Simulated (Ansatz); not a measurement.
A structure relaxed at PBE0-D4/def2-TZVP, charge 0, multiplicity 1:

Cartesian coordinates in Å:
```
Si -0.1288 1.0924 -0.7297
Ga -0.5591 -1.0684 0.2319
S 0.8701 -1.8716 1.7058
H 1.1352 1.6687 -0.1957
H -1.2418 2.0319 -0.4200
H -0.0115 0.9918 -2.2107
H -1.7615 -2.0302 -0.0493
H 1.6974 -0.8146 1.6676
```

(1) Give its formula and SMILES.

(2) Point group (tolerance 0.08 Å, 0.16 Å for H)?

(3) Summarise the bond lengths by kind.

Results:

(1) GaH5SSi, `[SiH3][GaH][SH]`.

(2) Cs.

(3) 1 × Ga–Si 2.404 Å; 3 × H–Si 1.488 to 1.489 Å; 1 × Ga–S 2.205 Å; 1 × Ga–H 1.565 Å; 1 × H–S 1.343 Å.

Program: Ansatz 0.2.0.
